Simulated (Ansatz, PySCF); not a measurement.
WH3, SMILES [WH3] (connectivity only; charge and spin as stated), neutral, multiplicity 4. Atoms are numbered in the order given.

```xyz
4

W      0.0000     0.0000    -0.0123
H      1.4211     0.8205     0.4714
H     -1.4211     0.8205     0.4714
H      0.0000    -1.6409     0.4714
```
Charge 0, spin multiplicity 4.

Geometry: PBE0-D3(BJ)/def2-TZVPD. The spin state was assumed, not searched. The def2 effective core potentials stand for the cores of W; spin–orbit coupling is left out.

Two levels are set side by side: PBE-D3(BJ)/def2-TZVPD (Ansatz, an electronic-structure program) and PBE0-D3(BJ)/def2-TZVPD (Ansatz). Each level has its own optimised geometry; the coordinates shown are those of the second. Frequencies come from the Hessian of PySCF at each geometry. Differences are taken from unrounded values.

```
quantity                            PBE0-D3(BJ)  PBE-D3(BJ)  PBE-D3(BJ) minus PBE0-D3(BJ)
----------------------------------  -----------  ----------  ----------------------------
mean bond length (Å)                      1.711       1.715                         0.004
bond W1–H2 (Å)                            1.711       1.715                         0.004
bond W1–H3 (Å)                            1.711       1.715                         0.004
bond W1–H4 (Å)                            1.711       1.715                         0.004
highest harmonic wavenumber (cm⁻¹)         1979        1939                           -40
mean harmonic wavenumber (cm⁻¹)            1287        1262                           -24
zero-point energy (kcal/mol)              11.04       10.83                         -0.21
```

Here PBE gives about what the other level gives.
